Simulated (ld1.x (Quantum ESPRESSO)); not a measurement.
**Transferability test, PAW potential for Ta (Z = 73)**

- Element: Ta
- Generator: ld1.x (Quantum ESPRESSO) 7.5
- Type: PAW
- Functional: PBE
- Relativity: scalar-relativistic
- Frozen core: [Kr] 4d10 4f14 5s2
- Valence charge: 11
- Reference configuration: 5p6 5d3 6s1.5 6p0 (charge +0.5)
- Partial waves: 6s (bound): rcut 2.35, rcutus 3.20 bohr; 6s channel at 1.9 Ry: rcut 2.35, rcutus 3.20 bohr; 5p (bound): rcut 1.95, rcutus 2.60 bohr; 6p (bound, empty): rcut 1.95, rcutus 2.60 bohr; 5d (bound): rcut 2.10, rcutus 2.80 bohr; 5d channel at 0.4 Ry: rcut 2.10, rcutus 2.80 bohr
- Local potential: all-electron potential smoothed inside 3.15 bohr (lloc = -1)
- Core correction: Bessel-smoothed model core, default radius (core density twice the valence density)
- Augmentation charge: PSQ, inside the norm-conserving radii

Energies are relative to the spin-unpolarised reference configuration 5p6 5d3 6s1.5 6p0; without spin polarisation the order of configurations can differ from experiment.

Task: Give the all-electron excitation energy and the error of the potential for: 5p6 5d3 6s2 6p0; 5p6 5d3 6s1 6p0; 5p6 5d3 6s0 6p0; 5p6 5d3 6s1 6p1; 5p6 5d4 6s0 6p0; 5p6 5d3 6s0 6p1; 5p6 5d2 6s0 6p0.

Result:

```tsv
valence configuration	charge	ΔE all-electron (eV)	error AE − PS (meV)
5p6 5d3 6s2 6p0	0	-3.461	+1.1
5p6 5d3 6s1 6p0	+1	5.006	-2.0
5p6 5d3 6s0 6p0	+2	19.978	-8.5
5p6 5d3 6s1 6p1	0	0.717	0.0
5p6 5d4 6s0 6p0	+1	6.440	-15
5p6 5d3 6s0 6p1	+1	10.085	-3.7
5p6 5d2 6s0 6p0	+3	43.582	-54
```

Levels in the configuration 5p6 5d3 6s0 6p0:

```tsv
level	all-electron (eV)	pseudo (eV)
5p	-54.954	-54.966
5d	-18.312	-18.317
```
